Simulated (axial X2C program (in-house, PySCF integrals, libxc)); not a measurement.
# KW: from the spin-free to the two-component result

Calculated with an axial X2C code built on PySCF integrals. Spin-free means the one-electron spin-free X2C Hamiltonian; two-component (2c) means X2C with spin–orbit coupling and atomic mean-field two-electron Coulomb and Gaunt terms, so the difference of the two also holds small scalar two-electron terms. Basis: W dyall-cv3z [13s14p9d7f4g], K dyall-cv3z [11s12p6d3f] (cores contracted in-house); Gaussian nuclei, density fitting, unrestricted open shells. Masses: W 183.951 u, K 38.964 u.

Spin-free state: M_S = 5/2, Λ = 0 (beyond evenly filled blocks: σα, π+α, π-α, δ+α, δ-α); fragments W + K.

```csv
level,Re (Å),ωe (cm⁻¹),μ (D)
PBE0,3.230,119.6,7.01
r2SCAN,3.257,109.0,7.26
```

Dipoles are positive if K is the positive end.

Two-component determinant lowest at the distance of the search:

Ω = 5/2 (⟨Sz⟩ = 2.46, ⟨Lz⟩ = 0.04 at PBE0); fragments W + K.

| level | Re (Å) | ωe (cm⁻¹) | μ (D) |
| --- | --- | --- | --- |
| PBE0 | 3.229 | 119.8 | 7.03 |
| r2SCAN | 3.254 | 109.3 | 7.29 |

Q: From the two tables, how do the constants change at the PBE0 level (2c against spin-free)?

A: At the PBE0 level Re drops by 0.001 Å and ωe doesn't move by more than 0.2 cm⁻¹.

The state is one determinant whose occupation by symmetry is held fixed; it was picked as the lowest of a PBE0 search that is not exhaustive. De is not given where an atomic determinant may have missed its ground term or J level, or where the truncated virtual space spoils (T). Density functionals use the spin component along the axis (collinear). Without a current term, density functionals place determinants with orbital angular momentum somewhat too high. With several unpaired electrons one determinant need not be a pure state. This is the top spin component of a Σ state; components of lower Ω are not single determinants and can lie lower. The determinant is spin-polarised beyond a pure state at some levels (its spin-free form has ⟨S²⟩ too high), which makes Re and μ there less reliable.
